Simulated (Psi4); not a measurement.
Complex: AsH3 (SMILES [AsH3]) (first 4 atoms) with H4OSi (SMILES O[SiH3]); geometry from B3LYP-D3(BJ)/def2-TZVP, rigid monomers moved along the line of their centres of mass till As1···O5 is 5.80 Å.
(charge 0, multiplicity 1):
```xyz
10

As    -0.0935     0.0596     0.4092
H     -0.2266     0.0812    -1.1131
H     -0.2572    -1.4519     0.4691
H      1.4249    -0.0410     0.3343
O      0.9824    -0.9722     6.0186
Si    -0.0262     0.0198     6.8808
H      1.9258    -0.9237     6.1900
H      0.1100    -0.2225     8.3389
H     -1.3926    -0.3142     6.4383
H      0.2615     1.4508     6.6210
```

These are SAPT0/aug-cc-pVDZ (Psi4) values and carry that method's errors.

### Question
Which attractive term is largest, and how does the interaction split up?

### Answer
electrostatics -0.05, exchange 0.00, induction 0.00, dispersion -0.09, total -0.14 kcal/mol; the largest attraction is dispersion.
